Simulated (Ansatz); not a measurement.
Consider the redistribution: `O[CH2][Ga]([F])[Cl]` + `ClB1C=C1` → `[F][Ga]([Cl])[Cl]` + `OCB1C=C1`.

Calculated with Ansatz (gas phase, PBE0-D4/def2-TZVP geometries, no zero-point term in ΔE). CCSD(T)/CBS is the MP2 limit (def2-TZVPP, def2-QZVPP) plus CCSD(T) − MP2 in def2-TZVPP, frozen cores. Functionals use def2-TZVPP. B3LYP here is the variant with VWN-RPA as its local correlation; programs differ in this. HSE06 is defined as in plane-wave codes. For Ga outer-core shells are correlated without core-valence functions, which leaves a few kJ/mol of doubt a bond. Scalar relativity is left out up to krypton. Each species was taken in one conformer, which may not be the lowest.

`O[CH2][Ga]([F])[Cl]`:

```xyz
8

O     1.684    0.162    0.011
C     0.537   -0.469    0.526
Ga   -1.100    0.026   -0.472
F    -2.567   -0.917   -0.590
Cl   -1.182    1.893   -1.515
H     1.560    1.115    0.020
H     0.383   -0.265    1.594
H     0.685   -1.545    0.426
```

`ClB1C=C1`:

Cartesian coordinates in Å:
```
Cl 2.014 0.857 -1.298
B 0.647 0.275 -0.417
C -0.361 -0.738 -0.107
C -0.398 0.415 0.596
H -0.910 -1.669 -0.158
H -0.992 0.860 1.383
```

`[F][Ga]([Cl])[Cl]`:

```xyz
4

F     1.600    0.791   -0.223
Ga    0.058    0.029   -0.008
Cl   -0.872    0.174    1.873
Cl   -0.786   -0.993   -1.642
```

`OCB1C=C1`:

Cartesian coordinates in Å:
```
O 1.285 1.543 -0.909
C -0.051 1.076 -0.782
B -0.250 -0.161 0.134
C 0.276 -1.261 0.962
C -1.058 -1.178 0.821
H 1.871 0.824 -0.665
H -0.660 1.907 -0.405
H -0.469 0.843 -1.775
H 0.999 -1.889 1.465
H -1.943 -1.703 1.153
```

| level | ΔE (kJ/mol) | difference from CCSD(T)/CBS |
| --- | --- | --- |
| LDA (SPW92) | -32.8 | 10.7 |
| PBE-D4 | -33.6 | 9.9 |
| revPBE-D4 | -33.0 | 10.5 |
| BLYP-D4 | -32.5 | 11.0 |
| r2SCAN-D4 | -43.0 | 0.5 |
| B97M-V | -46.1 | -2.6 |
| PBE0-D4 | -43.3 | 0.2 |
| B3LYP-D4 | -40.8 | 2.7 |
| HSE06-D4 | -43.4 | 0.1 |
| BHLYP-D4 | -51.8 | -8.3 |
| CAM-B3LYP-D4 | -45.4 | -1.9 |
| ωB97X-V | -47.6 | -4.1 |
| ωB97M-V | -46.0 | -2.5 |
| B2PLYP | -44.9 | -1.4 |
| PBE-QIDH | -49.5 | -6.0 |
| PBE | -34.3 | 9.2 |
| BLYP | -34.3 | 9.2 |
| r2SCAN | -43.1 | 0.4 |
| PBE0 | -43.9 | -0.4 |
| B3LYP | -42.1 | 1.4 |
| r2SCANh | -45.5 | -2.0 |
| r2SCAN0 | -48.9 | -5.4 |
| HSE06 | -44.0 | -0.5 |
| BHLYP | -52.9 | -9.4 |
| CAM-B3LYP | -46.1 | -2.6 |
| LC-ωPBE | -47.3 | -3.8 |
| RPA@PBE/def2-TZVPP | -44.0 | -0.5 |
| HF/def2-SVP | -61.5 | -18.0 |
| CCSD/def2-SVP | -48.2 | -4.7 |
| CCSD(T)/def2-SVP | -45.9 | -2.4 |
| HF/def2-TZVPP | -67.6 | -24.1 |
| MP2/def2-TZVPP | -45.4 | -1.9 |
| SCS-MP2/def2-TZVPP | -47.6 | -4.1 |
| CCSD/def2-TZVPP | -50.1 | -6.6 |
| CCSD(T)/def2-TZVPP | -47.2 | -3.7 |
| HF/def2-QZVPP | -68.3 | -24.8 |
| MP2/def2-QZVPP | -43.6 | -0.1 |
| SCS-MP2/def2-QZVPP | -46.4 | -2.9 |
| MP2/CBS(def2) | -41.8 | 1.7 |
| CCSD/CBS(def2) | -46.5 | -3.0 |
| CCSD(T)/CBS | -43.5 | 0 |

Largest T1 diagnostic among the species: 0.013.

From BLYP to BHLYP (50 % exact exchange), in def2-TZVPP and without D4, ΔE moves by −18.6 kJ/mol. In def2-TZVPP, CCSD(T) changes the Hartree–Fock value by +20.4 kJ/mol (the triples alone add +2.9 kJ/mol) and MP2 by +22.1 kJ/mol. Leaving LDA and LC-ωPBE aside and taking each functional with its dispersion term where it has one, the values spread over 19.3 kJ/mol, from BHLYP-D4 to BLYP-D4.
